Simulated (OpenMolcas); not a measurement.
Computed levels of 5s2 5p3 in ions with 51 electrons, in cm-1 above 4S* 3/2.

```
Program             : OpenMolcas
Method              : SS-CASPT2, IPEA 0.25 Eh, imaginary shift 0.1 Eh
Basis               : ANO-RCC-VTZP
Scalar Hamiltonian  : DKH2, point nucleus
Spin-orbit coupling : RASSI with atomic mean-field integrals over the reference wave functions, term energies averaged over their components
```

Active space for each ion: 3 electrons in 3 orbitals (5p); closed shells correlated by CASPT2: 4d 5s.

| Level | Sb | Te+ | Xe3+ |
| --- | --- | --- | --- |
| 2D* 3/2 | 9920 | 11330 | 14070 |
| 2D* 5/2 | 10960 | 13120 | 17820 |
| 2P* 1/2 | 18160 | 21990 | 29100 |
| 2P* 3/2 | 19640 | 24660 | 35280 |

Estimate 2D* 3/2, 2D* 5/2 for I2+ from its neighbours Te+ and Xe3+.

2D* 3/2 is another term, which grows about linearly with the charge: (11330 + 14070) / 2 = 12700. The calculation gives 12680, so the estimate is off by +0.2 %.
2D* 5/2 is another term, which grows about linearly with the charge: (13120 + 17820) / 2 = 15470. The calculation gives 15430, so the estimate is off by +0.3 %.

CASPT2 breaks the degeneracy within a term, and the mean is taken; among the terms shown or strongly mixed into the levels shown the widest spread is 120 cm-1 (5s2 5p3 2D*, I2+). With the s shell closed, the reference lacks s² → p² mixing. Some terms miss by over 15 % even with CASPT2, which points to a basis or an active space too small for the shells correlated (holds for Sb). Only configurations of the active space appear.

* marks odd parity.
